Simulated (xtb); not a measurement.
Harmonic IR lines of one isomer of CH6B2O, unscaled. All values below come from GFN2-xTB (xtb).

| wavenumber (cm⁻¹) | relative intensity |
|---|---|
| 783 | 3.5 |
| 884 | 37 |
| 893 | 43 |
| 954 | 12 |
| 981 | 15 |
| 1156 | 48 |
| 1264 | 4.0 |
| 1380 | 7.1 |
| 1493 | 4.4 |
| 1635 | 100 |
| 2522 | 75 |
| 2535 | 47 |
| 2542 | 65 |
| 3021 | 11 |
| 3032 | 9.4 |
| 3040 | 11 |

**Question.** Identify which structure gives these lines.
A) `BOBC`
B) `BBOC`
C) `CBBO`
D) `BCBO`

**Answer.** A, `BOBC`
